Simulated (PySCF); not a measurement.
RbTe⁺: energy against distance

Set-up: basis Rb def2-SVP with ECP28, Te def2-SVP with ECP28; scalar-relativistic core potentials; PySCF 2.14. Energies in eV from Rb⁺ + Te in their ground configurations at the same level. State: ³Σ⁻ (triplet), unpaired electrons π ↑↑.

All columns are M06-2X. A positive dipole points towards Te; it is taken about the centre of mass and depends on that origin.

```csv
R (Å),E (eV),μ (D),Mulliken charge on Rb (basis-dependent),HOMO (eV),LUMO (eV),Mayer bond order,⟨S²⟩
3.306,-0.209,-7.73,0.90,-11.63,-7.46,0.19,2.01
3.460,-0.319,-8.16,0.91,-11.51,-7.32,0.18,2.01
3.613,-0.370,-8.61,0.91,-11.38,-7.18,0.17,2.01
3.729,-0.384,-8.97,0.91,-11.27,-7.08,0.17,2.01
3.844,-0.384,-9.34,0.92,-11.16,-6.98,0.16,2.01
3.959,-0.374,-9.72,0.92,-11.05,-6.88,0.16,2.01
4.113,-0.354,-10.24,0.92,-10.90,-6.75,0.15,2.01
4.305,-0.323,-10.91,0.92,-10.72,-6.59,0.15,2.01
4.536,-0.285,-11.71,0.93,-10.51,-6.42,0.14,2.01
4.843,-0.240,-12.76,0.93,-10.27,-6.21,0.13,2.01
```

A fit through these points gives, at Re = 3.781 Å, μ = -9.14 D and dμ/dR = -3.21 D/Å; the reduced mass is 51.35 u.

Q: How strong is the fundamental in the double-harmonic approximation, I = 42.26·(dμ/dR)²/μred km/mol?

A: I = 42.26·(-3.21)²/51.35 = 8.48 km/mol at M06-2X.

The bond is weak. Basis-set superposition, not corrected here, can be much of De in a small basis, most of all at correlated wavefunction levels. These are scalar-relativistic numbers at best; spin–orbit coupling would shift them, the dissociation energy most. For an ion De counts to the pair picked by the measured ionisation energies or electron affinities, which need not be the lowest pair at this level. The state was picked by a PBE0 search and need not be the measured ground state.
